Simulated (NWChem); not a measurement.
Molecule: CH$_{5}$AlS; SMILES [AlH]([CH3])[SH]

```xyz
8

Al    -0.6065    -0.4941     0.0000
H     -2.1892    -0.5845     0.0000
C      0.5890    -2.0504     0.0000
H      0.4001    -2.6798     0.8800
H      1.6527    -1.7888     0.0000
H      0.4001    -2.6798    -0.8800
S      0.1632     1.5755     0.0000
H      1.4756     1.2506     0.0000
```
Atoms are numbered in this order, from 1.

Results from NWChem. Coordinates come from a B3LYP/6-31G* (spherical d) optimisation. Ions are spin-unrestricted doublets at the neutral geometry; other ion states weren't tried.

Q: Order these by “−ε(HOMO) (eV)”, lowest first: PBE0/def2-SVP; B3LYP/def2-SVP; PBE/def2-SVP.

A: PBE/def2-SVP (6.30), B3LYP/def2-SVP (7.19), PBE0/def2-SVP (7.50)
